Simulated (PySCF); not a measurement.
# Radial density of Ir+ (iridium, charge +1)

BHandHLYP, [Xe] 4f14 5d6 6s1 6p1, one real determinant (an excited configuration). All numbers are calculated (PySCF 2.14, scalar relativity through the core potential, in aug-cc-pVDZ-PP with ECP60MDF (5s5p4d2f, 54 functions)). This is the valence pseudo-density: the core potential removes the inner electrons and smooths the orbitals near the nucleus.

```tsv
r (bohr)	4πr²ρ (e/bohr)	4πr²(ρα − ρβ)
0.127	5.092e-05	0.0000
0.213	0.0007688	0.0002
0.359	0.06696	0.0098
0.604	3.690	0.4253
1.02	13.97	2.6626
1.71	5.689	2.6825
2.87	1.321	1.1082
4.83	0.1654	0.1613
8.13	0.002332	0.0023
13.7	2.315e-05	0.0000
```

⟨L²⟩ = 8.01 against 12 for a pure F term, so this real determinant mixes terms. Energies and moments cover only the electrons outside the core potential. Spin-orbit coupling, absent here, splits the open shell strongly.
